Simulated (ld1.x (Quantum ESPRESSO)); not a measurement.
# Before and after: TM potential for P (Z = 15)

phosphorus, norm-conserving Troullier–Martins (Kleinman–Bylander form), made with ld1.x (Quantum ESPRESSO) 7.5 (Wu–Cohen, scalar-relativistic). Core [Ne], reference 3s2 3p3. Waves: 3s (bound): rc 1.30 bohr; 3p (bound): rc 1.55 bohr. Local part: all-electron potential smoothed inside 1.45 bohr (lloc = -1). Core correction: Bessel-smoothed model core, default radius (core density twice the valence density).

All-electron outer shells of the reference configuration (Wu–Cohen, scalar-relativistic, ld1.x):

```csv
shell,level (eV),outermost node (bohr),outermost maximum (bohr)
2s,-173.69,0.14,0.42
2p,-124.48,–,0.36
3s,-13.93,0.65,1.58
3p,-5.48,0.64,1.83
```

Change: all radii but the core radius scaled by about 0.74 (s 0.96, p 1.16 bohr); local potential all-electron potential smoothed inside 1.08 bohr (lloc = -1).

Cutoffs: the cutoffs (Ry, on a coarse ladder) from which the occupation-weighted sum of valence levels, in a spherical-Bessel basis at the reference potential, stays within 10 and 1 mRy of its value at 400 Ry; they do not see the model core or the augmentation charge, which bear on the density cutoff. Errors are all-electron minus pseudo energies relative to the spin-unpolarised reference configuration.

How do hardness, ghosts and transferability respond?

The s channel binds one level more than in the base; of the 7 tests that both files solve, the error grows in 7 and shrinks in 0 by more than 15 % and 0.3 meV (median size 6.3 → 21.1 meV); neither file shows a bound ghost. That the errors move this way runs against the usual rule that smaller radii transfer better.

```csv
quantity,base,changed
"cutoff, loose",35 Ry,200 Ry
"cutoff, tight",80 Ry,over 300 Ry
loose cutoff by channel (10 mRy a level),"s 18 Ry, p 8 Ry","s 160 Ry, p 80 Ry"
bound ghosts,none,none
"error for 3s2 3p2, meV [ΔE 9.71 eV]",+4.1,+8.4
"error for 3s2 3p1, meV [ΔE 28.85 eV]",+29,+61
"error for 3s2 3p0, meV [ΔE 58.60 eV]",+98,+225
"error for 3s1 3p3, meV [ΔE 18.81 eV]",+6.3,+18
"error for 3s1 3p4, meV [ΔE 8.52 eV]",-1.1,-1.6
"error for 3s1 3p0, meV [ΔE 110.59 eV]",+202,+621
"error for 3s0 3p5, meV [ΔE 17.17 eV]",-5.0,-21
```
